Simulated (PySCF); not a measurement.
Compound: C3H2IPS.
SMILES: `Ic1pccs1`

Method: PBE0-D3(BJ)/def2-SVP geometry optimisation, gas phase, def2 core potentials past Kr in PySCF.

Masses are those of the commonest isotopes; rigid-rotor values at the optimised geometry. 

Task: What are A, B and C (MHz)?

Result: Ia = 150.79, Ib = 674.11, Ic = 824.90 u·Å²; 505379 MHz·u·Å²/I gives A = 3351, B = 749.7, C = 612.7 MHz.

Task: Classify the top.

Result: An asymmetric top. Ray's parameter κ = (2B − A − C)/(A − C) = -0.900; −1 is the prolate and +1 the oblate limit.

Task: Is it planar, by Δ = Ic − Ia − Ib?

Result: Planar: Δ = Ic − Ia − Ib = 0.00 u·Å². For a rigid frame Δ = −2 Σ m c², so it vanishes when all atoms lie in the ab plane; here none is more than 0.01 Å from it.

Task: Give the coordinates in the principal-axis frame, origin at the centre of mass.

Result: The sense of each axis is arbitrary; atoms in the order of the calculation.
```tsv
atom	mass (u)	a (Å)	b (Å)	c (Å)
I1	126.904	1.453	-0.003	0.000
C2	12.000	-0.630	-0.059	0.002
P3	30.974	-1.561	-1.506	-0.002
C4	12.000	-3.094	-0.616	0.003
C5	12.000	-3.035	0.749	0.001
S6	31.972	-1.467	1.435	-0.002
H7	1.008	-4.056	-1.136	0.004
H8	1.008	-3.887	1.433	0.001
```

Task: Which types of transition are allowed, and where do some lines up to J = 4 fall?

Result: The dipole components are |μa| = 1.43 D, |μb| = 1.04 D, |μc| = 0.00 D; the mirror of this Cs structure is the ab plane, so μc vanishes by symmetry (the 0.01 D computed is a residue) and there are no c-type lines. Intensities carry the squares of the components, which stand as 1.00 : 0.53 (a : b). Some of the stronger lines:

| type | branch | J(Ka,Kc) | MHz | lower level (cm⁻¹) |
| --- | --- | --- | --- | --- |
| a | Q | 2(1,1) ← 2(1,2) | 411 | 0.219 |
| a | Q | 3(1,2) ← 3(1,3) | 822 | 0.348 |
| a | R | 1(0,1) ← 0(0,0) | 1362 | 0.000 |
| b | R | 3(0,3) ← 2(1,2) | 1596 | 0.219 |
| a | R | 2(1,2) ← 1(1,1) | 2588 | 0.132 |
| b | Q | 2(1,1) ← 2(0,2) | 2881 | 0.136 |
| a | R | 3(1,3) ← 2(1,2) | 3878 | 0.219 |
| b | R | 1(1,1) ← 0(0,0) | 3964 | 0.000 |
| a | R | 3(0,3) ← 2(0,2) | 4066 | 0.136 |
| a | R | 3(1,2) ← 2(1,1) | 4289 | 0.232 |
| a | R | 4(1,4) ← 3(1,3) | 5165 | 0.348 |
| b | R | 2(1,2) ← 1(0,1) | 5189 | 0.045 |
| a | R | 4(0,4) ← 3(0,3) | 5397 | 0.272 |
| a | R | 4(3,2) ← 3(3,1) | 5460 | 1.074 |
| a | R | 4(3,1) ← 3(3,0) | 5460 | 1.074 |
| a | R | 4(2,2) ← 3(2,1) | 5498 | 0.630 |
| b | Q | 4(2,3) ← 4(1,4) | 8705 | 0.520 |
| b | R | 2(2,1) ← 1(1,0) | 10667 | 0.137 |
| b | R | 2(2,0) ← 1(1,1) | 10809 | 0.132 |
| b | R | 3(2,2) ← 2(1,1) | 11892 | 0.232 |
| b | Q | 4(3,1) ← 4(2,2) | 13291 | 0.813 |
| b | Q | 3(3,1) ← 3(2,2) | 13355 | 0.629 |
| b | Q | 4(3,2) ← 4(2,3) | 13369 | 0.811 |
| b | R | 4(3,2) ← 3(2,1) | 18788 | 0.630 |
| b | R | 4(3,1) ← 3(2,2) | 18815 | 0.629 |

Task: Estimate the classical rotational partition function at 50 K, 200 K and 500 K.

Result: Point group Cs, symmetry number σ = 1; q = (√π/σ)·√((kT/h)³/(ABC)), k/h = 20836.6 MHz/K: 48000 at 50 K, 384000 at 200 K, 1520000 at 500 K.

No PBE0-D3(BJ)/def2-SVP frequencies stand behind this structure, so it isn't proved a minimum. Zero-point vibration and centrifugal distortion are left out. Quadrupole hyperfine structure (127I) is left out.
